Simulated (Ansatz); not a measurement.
Consider the ligand exchange at a B–C bond: `BC1C[SiH2]1` + `Cl[SiH]1N[SiH2]1` → `BN1[SiH2][SiH]1Cl` + `C1C[SiH2]1`.

Calculated with Ansatz (gas phase, PBE0-D4/def2-TZVP geometries, no zero-point term in ΔE). CCSD(T)/CBS is the MP2 limit (def2-TZVPP, def2-QZVPP) plus CCSD(T) − MP2 in def2-TZVPP, frozen cores. Functionals use def2-TZVPP. HSE06 is defined as in plane-wave codes.

```json
{"level": "HSE06-D4", "ΔE (kcal/mol)": "-10.9", "difference from CCSD(T)/CBS": "1.0"}
{"level": "ωB97X-V", "ΔE (kcal/mol)": "-13.2", "difference from CCSD(T)/CBS": "-1.3"}
{"level": "PBE", "ΔE (kcal/mol)": "-10.3", "difference from CCSD(T)/CBS": "1.6"}
{"level": "BLYP", "ΔE (kcal/mol)": "-14.2", "difference from CCSD(T)/CBS": "-2.3"}
{"level": "r2SCAN0", "ΔE (kcal/mol)": "-11.2", "difference from CCSD(T)/CBS": "0.7"}
{"level": "HSE06", "ΔE (kcal/mol)": "-10.8", "difference from CCSD(T)/CBS": "1.1"}
{"level": "RPA@PBE/def2-TZVPP", "ΔE (kcal/mol)": "-13.3", "difference from CCSD(T)/CBS": "-1.4"}
{"level": "HF/def2-SVP", "ΔE (kcal/mol)": "-20.3", "difference from CCSD(T)/CBS": "-8.4"}
{"level": "HF/CBS(def2)", "ΔE (kcal/mol)": "-18.6", "difference from CCSD(T)/CBS": "-6.7"}
{"level": "MP2/CBS(def2)", "ΔE (kcal/mol)": "-11.0", "difference from CCSD(T)/CBS": "0.9"}
{"level": "CCSD(T)/CBS", "ΔE (kcal/mol)": "-11.9", "difference from CCSD(T)/CBS": "0"}
```

Problem. What do rigid-rotor, harmonic-oscillator terms from PBE0-D4/def2-TZVP frequencies (298.15 K, 1 bar) make of the CCSD(T)/CBS value? (Best estimate.)

Solution. Computed: ΔZPE = -0.4 kcal/mol, ΔH = -12.0 kcal/mol, ΔS = 1 J/(mol·K), ΔG = -12.1 kcal/mol.

Largest T1 diagnostic among the species: 0.013.

From BLYP to BHLYP (50 % exact exchange), in def2-TZVPP and without D4, ΔE moves by −1.0 kcal/mol. At CCSD(T), def2-SVP lies −3.8 kcal/mol from the extrapolated value and def2-TZVPP −0.8 kcal/mol.
